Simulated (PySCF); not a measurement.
## From computed data to an observable: chemical shift, span and skew from a shielding tensor

Al(F)(SH)2 (AlFH2S2), SMILES [F][Al]([SH])[SH]. Atoms are numbered in the order given.

```xyz
6

Al    -0.3684    -0.0038     0.0000
F     -2.0304     0.0717     0.0000
S      0.7729     1.8515     0.0000
H     -0.3436     2.6191     0.0000
S      0.5760    -1.9628     0.0000
H      1.8237    -1.4338     0.0000
```
Charge 0, spin multiplicity 1.

The structure is a stationary point at B3LYP-D3(BJ)/def2-SVP. The values are those of a single conformer.

GIAO shieldings from PySCF with PBE0/pcSseg-1, non-relativistic, no solvent. The symmetric part of the tensor of F2 has the principal values 244.9, 307.0, 389.2 ppm. The same nucleus in CFCl3 has σ = 167.2 ppm at this level (PySCF, at its B3LYP-D3(BJ)/def2-TZVP geometry).

Work out the isotropic shielding, the ¹⁹F shift against CFCl3, the span and the skew.


σ(iso) = (σ11 + σ22 + σ33)/3 = 313.7 ppm. δ = σ(ref) − σ(iso) = 167.2 − (313.7) = -146.5 ppm.
Span Ω = σ33 − σ11 = 144.3 ppm. Skew κ = 3(σ(iso) − σ22)/Ω = 0.14. Tumbling in solution averages the tensor to δ; in a static solid the shielding alone would spread this spin-1/2 line over Ω.
